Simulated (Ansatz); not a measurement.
Relaxation of CH₄FOSi (8 atoms, charge 1, multiplicity 1), to a largest force component of 0.015 eV/Å in at most 40 steps.

Theory: RKS PBE0/def2-SVP in Ansatz.

```xyz
8
Properties=species:S:1:pos:R:3
O -0.722 1.557 -0.286
C 0.040 0.870 0.411
Si 0.387 -1.030 0.074
F -0.602 -1.101 -1.187
H -1.170 1.108 -1.048
H 0.500 1.433 1.230
H 1.758 -1.093 -0.385
H -0.191 -1.744 1.190
```

Question: Where does it end, and by what steps?

Answer: The forces met the threshold. Limits of this set-up: the dipole of an ion depends on the origin. After 7 steps the energy has fallen by 0.112 eV; H5 moved furthest, 0.18 Å.

| step | energy less start (eV) | largest force component (eV/Å) | accepted |
| --- | --- | --- | --- |
| 0 | 0.0000 | 0.797 | yes |
| 1 | -0.0850 | 0.461 | yes |
| 2 | -0.1032 | 0.196 | yes |
| 3 | -0.1063 | 0.183 | yes |
| 4 | -0.1111 | 0.134 | yes |
| 5 | -0.1119 | 0.059 | yes |
| 6 | -0.1120 | 0.029 | yes |
| 7 | -0.1120 | 0.005 | yes |

```xyz
8
Properties=species:S:1:pos:R:3
O -0.733 1.520 -0.302
C 0.059 0.898 0.441
Si 0.358 -0.992 0.046
F -0.663 -0.958 -1.224
H -1.109 0.937 -1.014
H 0.489 1.529 1.239
H 1.767 -1.152 -0.363
H -0.169 -1.781 1.177
```

Time of the run: 16 s on 1 thread of Intel(R) Xeon(R) Platinum 8559C (Emerald Rapids) (shared host), peak memory 0.15 GiB.
